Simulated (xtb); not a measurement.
BF2H3O2Si, SMILES OB(O)[SiH](F)F. All values are semi-empirical tight-binding results from xtb (GFN2-xTB unless named), good for trends rather than for accurate numbers. The structure is a stationary point at GFN2-xTB. This is a generated structure with no PubChem entry under its InChIKey; it may be hypothetical. The values are those of a single conformer.

```
Quantity                                           Value
-----------------------------------------  -------------
orbital gap                                      4.64 eV
dipole moment                                     3.19 D
zero-point energy                          29.1 kcal/mol
G − E(el) at 298.15 K (modified RRHO)       8.8 kcal/mol
static polarisability (D4 model)              56.9 bohr³
solvation energy, GFN2-xTB/ALPB(water)     -7.7 kcal/mol
solvation energy, GFN2-xTB/ALPB(methanol)  -6.2 kcal/mol
```
